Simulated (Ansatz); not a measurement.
```xyz
7

C     0.0000    0.0000   -1.1398
C     0.0000    0.0000    0.1973
C     0.0000    0.0000    1.3112
H     0.0000   -0.9454   -1.5039
H    -0.8187    0.4727   -1.5039
H     0.8187    0.4727   -1.5039
H     0.0000    0.0000    2.2994
```

Basis set: cc-pVDZ (spherical functions). Left uncorrelated: 3 orbitals. Charge 0, multiplicity 1.

Computed with Ansatz (development build ahead of 0.2.0); each method stands on the lowest determinant of its kind that the runs found. Restricted open shells among the atoms or ions are ROHF, correlated in semicanonical orbitals with singles.

(1) Give the atomization energy at this shape (free ground-state atoms in the same class of orbitals less the molecule, no zero-point energy) of singlet C₃H₄ by RHF-MP2, RHF.

Answers

(1)

```
 method  atomization energy
RHF-MP2            26.96 eV
    RHF            21.20 eV
```

Caution: no unrestricted run beside it, a lower state can exist; the shape is not the minimum.
